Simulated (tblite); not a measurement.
C₆H₇O₂P.
Numbering: `[CH3:1][C:2](=[O:3])[c:4]1[o:5][cH:6][c:7]([CH3:8])[p:9]1` (hydrogens: H10, H11, H12 on C1; H13 on C6; H14, H15, H16 on C8)

Computed with GFN2-xTB (tblite), gas phase: L-BFGS steps from a force-field or distance-geometry start until the largest atomic force falls under 0.01 eV/Å.

Geometry at step 1:
```
atom  x, y, z in Å
C1     -3.0203    0.0739    0.6325
C2     -2.1909    0.3302   -0.6062
O3     -2.7211    0.6512   -1.6562
C4     -0.7296    0.1673   -0.4675
O5     -0.2500   -0.2031    0.7594
C6      1.0880   -0.3190    0.7433
C7      1.6923   -0.0535   -0.4535
C8      3.1749   -0.1023   -0.7468
P9      0.4942    0.3878   -1.7389
H10    -4.0734    0.2296    0.4009
H11    -2.8897   -0.9555    0.9682
H12    -2.7377    0.7662    1.4260
H13     1.5112   -0.6101    1.7219
H14     3.7447   -0.3917    0.1304
H15     3.5251    0.8766   -1.0843
H16     3.3747   -0.8387   -1.5272
```

**Question.** Give the atomic forces at this geometry.

**Answer.** 
```csv
atom,Fx (eV/Å),Fy (eV/Å),Fz (eV/Å)
C1,-0.013,-0.007,0.043
C2,0.037,0.044,-0.228
O3,0.613,-0.106,0.228
C4,0.108,0.025,-0.278
O5,0.276,0.214,-0.870
C6,-0.165,0.021,0.108
C7,0.182,0.070,-0.306
C8,-0.437,-0.040,0.134
P9,-0.601,-0.437,1.961
H10,0.086,0.008,-0.082
H11,0.124,0.152,0.065
H12,0.102,-0.177,-0.013
H13,-0.149,0.235,-0.886
H14,-0.042,0.027,0.137
H15,-0.077,-0.178,-0.002
H16,-0.045,0.149,-0.012
```

The largest, 2.10 eV/Å, acts on P9; the rms over all components is 0.390 eV/Å. The forces sum to zero within rounding, as they must for an isolated molecule in no field.

**Question.** Give the force on P9 in Eh/bohr and in nN.

**Answer.** 2.097 eV/Å ÷ 51.422 = 0.04078 Eh/bohr, and 2.097 eV/Å × 1.602 = 3.36 nN.

**Question.** How far is this geometry from the end of the optimisation?

**Answer.** 0.150 eV above it, and 0.055 Å rms away after alignment. The bonds farthest from their final lengths, with half the difference of the two atoms' forces along the bond (positive lengthens):

| bond | now (Å) | final (Å) | force along bond (eV/Å) |
| --- | --- | --- | --- |
| C4–P9 | 1.778 | 1.731 | -1.07 |
| C7–P9 | 1.812 | 1.780 | -0.61 |
| C6–H13 | 1.105 | 1.077 | -0.47 |
| C2–C4 | 1.477 | 1.454 | +0.03 |
| C7–C8 | 1.512 | 1.492 | -0.34 |
| C4–O5 | 1.368 | 1.350 | -0.26 |

The angle farthest from its final value is C8–C7–P9, 121.2° against 125.3°.

Of the 6 listed bonds off by 0.010 Å or more, this force points towards the final length in 5.
